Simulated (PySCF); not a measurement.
# Nuclear quadrupole coupling in `CC[C@@H](F)C[C@H](C)[SiH2]Cl`

Species: C₆H₁₄ClFSi.
Cartesian coordinates in Å at the GFN2-xTB level; atoms count from 1:
```xyz
23
C6H14ClFSi angstrom
C      3.232    1.042    0.733
C      2.328    0.216   -0.175
C      0.870    0.272    0.275
F      0.433    1.589    0.172
C     -0.054   -0.601   -0.563
C     -1.467   -0.724    0.013
C     -2.283   -1.667   -0.872
Si    -2.327    0.978    0.224
Cl    -4.311    0.632    0.469
H      2.889    2.073    0.764
H      3.224    0.644    1.745
H      4.255    1.027    0.364
H      2.650   -0.827   -0.176
H      2.388    0.594   -1.197
H      0.783    0.021    1.340
H      0.393   -1.596   -0.639
H     -0.103   -0.179   -1.569
H     -1.377   -1.191    1.002
H     -2.396   -1.254   -1.872
H     -3.275   -1.826   -0.456
H     -1.790   -2.635   -0.958
H     -2.175    1.784   -0.983
H     -1.894    1.655    1.440
```

Field gradients from the PBE0/pcSseg-1 density (PySCF, non-relativistic), principal values in atomic units, ordered |Vxx| ≤ |Vyy| ≤ |Vzz|:

| atom | Vxx | Vyy | Vzz |
| --- | --- | --- | --- |
| Cl9 | -0.9538 | -1.0683 | 2.0220 |

Q: Find the asymmetry η = (Vxx − Vyy)/Vzz and the couplings χ = eQV/h (234.96 MHz × Q in barn × V in au), with Q(35Cl) = −0.0817 b.

A: 
```json
{"atom": "Cl9", "environment": "silicon-bound chlorine", "nucleus": "35Cl", "η": "0.06", "χzz (MHz)": "-38.82", "χxx (MHz)": "18.31", "χyy (MHz)": "20.51"}
```

The tensor is traceless: Vxx + Vyy + Vzz = 0.

Q: What is Vzz at Cl9 in SI units (1 au = 9.71736 × 10²¹ V/m²)?

A: 2.0220 au = 19.649 × 10²¹ V/m².

Q: And the gradient at the other heavy atoms, for which no coupling is worked out here?

A: 
```csv
atom,environment,Vzz (au),η
C1,methyl carbon,0.072,0.38
C2,chain CH2 carbon,0.052,0.95
C3,sp3 C–F carbon,0.573,0.00
F4,alkyl fluorine,2.892,0.09
C5,chain CH2 carbon,-0.056,0.27
C6,sp3 carbon bound to silicon,-0.075,0.56
C7,methyl carbon,0.091,0.41
Si8,chlorine-bound silicon,0.802,0.21
```

Q: What couplings would deuterons (Q(2H) = 0.00286 b) have in place of the hydrogens, at this geometry?

A: 
```csv
atom,bonded to,bond length (Å),Vzz (au),η,χzz (kHz)
H10,C1,1.087,0.3127,0.02,210
H11,C1,1.088,0.3142,0.03,211
H12,C1,1.087,0.3169,0.02,213
H13,C2,1.091,0.3048,0.03,205
H14,C2,1.092,0.3027,0.03,203
H15,C3,1.098,0.2808,0.06,189
H16,C5,1.093,0.3006,0.04,202
H17,C5,1.092,0.3009,0.03,202
H18,C6,1.097,0.2977,0.03,200
H19,C7,1.088,0.3130,0.03,210
H20,C7,1.087,0.3123,0.02,210
H21,C7,1.090,0.3119,0.02,210
H22,Si8,1.459,0.1645,0.01,111
H23,Si8,1.458,0.1646,0.01,111
```

Geometry: GFN2-xTB, one conformer, isolated molecule. GFN2-xTB bond lengths can be off by several hundredths of an ångström, more for odd bonds, and the gradients follow them. With so small a basis the couplings can be 20 % off.
